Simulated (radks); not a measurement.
Spherical jellium clusters: N electrons in a uniform positive sphere of charge N and radius rs N^(1/3), rs = 5.12 bohr. Level of theory: non-relativistic Kohn-Sham, LDA (Slater exchange, Perdew-Wang correlation), spin-polarised, spherical densities (a radial shooting solver with Libxc functionals). Levels are named by radial order and angular momentum (1s, 1p, 1d, 2s, ...), and open shells are averaged over m. Each electron was tried in the lowest free levels, single moves between levels near the top were tried too, and the lowest total energy was kept; such a search can miss a lower state. Energies include the self-energy of the background; IP and EA are vertical (highest electron removed, lowest free level filled), at fixed background; spill-out counts the electrons outside the background radius R, and alpha is the static dipole polarisability from linear response (closed shells only). A dash means not computed or, for alpha, an open shell; in EA it means that no bound solution was reached, which is typical of self-interaction and does not show that the anion is unstable. Real open-shell clusters deform, which this model forbids.

\begin{tabular}{lrrrrrr}
N & open shells & 2S & E(N+1) + E(N-1) - 2E(N) (eV) & IP (eV) & -e(HOMO) (eV) & alpha/R^3 \\ \hline
1 & 1s(up 1, down 0) & 1 & - & - & 2.563 & - \\
2 & none & 0 & 0.725 & 4.350 & 2.628 & 1.454 \\
3 & 1p(up 1, down 0) & 1 & -0.480 & 3.328 & 1.929 & - \\
4 & 1p(up 2, down 0) & 2 & -0.311 & 3.692 & 2.299 & - \\
5 & 1p(up 3, down 0) & 3 & 0.252 & 3.882 & 2.530 & - \\
6 & 1p(up 3, down 1) & 2 & -0.256 & 3.530 & 2.310 & - \\
7 & 1p(up 3, down 2) & 1 & -0.181 & 3.722 & 2.517 & - \\
8 & none & 0 & 0.767 & 3.843 & 2.663 & 1.317 \\
9 & 1d(up 1, down 0) & 1 & -0.188 & 3.023 & 1.941 & - \\
10 & 1d(up 2, down 0) & 2 & -0.156 & 3.184 & 2.117 & - \\
11 & 1d(up 3, down 0) & 3 & -0.130 & 3.308 & 2.258 & - \\
12 & 1d(up 4, down 0) & 4 & -0.110 & 3.407 & 2.373 & - \\
13 & 1d(up 5, down 0) & 5 & 0.261 & 3.486 & 2.469 & - \\
14 & 1d(up 5, down 1) & 4 & -0.121 & 3.196 & 2.227 & - \\
15 & 1d(up 5, down 2) & 3 & -0.103 & 3.297 & 2.339 & - \\
16 & 1d(up 5, down 3) & 2 & -0.089 & 3.380 & 2.433 & - \\
17 & 1d(up 5, down 4) & 1 & -0.077 & 3.448 & 2.513 & - \\
18 & none & 0 & 0.161 & 3.506 & 2.582 & 1.243 \\
19 & 2s(up 1, down 0) & 1 & 0.185 & 3.326 & 2.417 & - \\
20 & none & 0 & 0.161 & 3.136 & 2.260 & 1.265 \\
21 & 1f(up 1, down 0) & 1 & -0.083 & 2.982 & 2.118 & - \\
22 & 1f(up 2, down 0) & 2 & -0.075 & 3.049 & 2.194 & - \\
23 & 1f(up 3, down 0) & 3 & -0.068 & 3.109 & 2.261 & - \\
24 & 1f(up 4, down 0) & 4 & -0.062 & 3.162 & 2.323 & - \\
25 & 1f(up 5, down 0) & 5 & -0.057 & 3.210 & 2.378 & - \\
26 & 1f(up 6, down 0) & 6 & -0.052 & 3.253 & 2.428 & - \\
27 & 1f(up 7, down 0) & 7 & 0.224 & 3.291 & 2.474 & - \\
28 & 1f(up 7, down 1) & 6 & -0.061 & 3.055 & 2.258 & - \\
29 & 1f(up 7, down 2) & 5 & -0.056 & 3.106 & 2.315 & - \\
30 & 1f(up 7, down 3) & 4 & -0.051 & 3.153 & 2.368 & - \\
31 & 1f(up 7, down 4) & 3 & -0.047 & 3.195 & 2.416 & - \\
32 & 1f(up 7, down 5) & 2 & - & 3.233 & 2.460 & - \\
\end{tabular}

All shells are closed at N = 2, 8, 18, 20 (there: 1s2 1p6 1d10 2s2); the second difference of the energy has clear peaks (12 % above both neighbours; the first and last values, which can be the largest, are not judged, and half-filled shells can peak too) at N = 5, 8, 13, 19, 27.
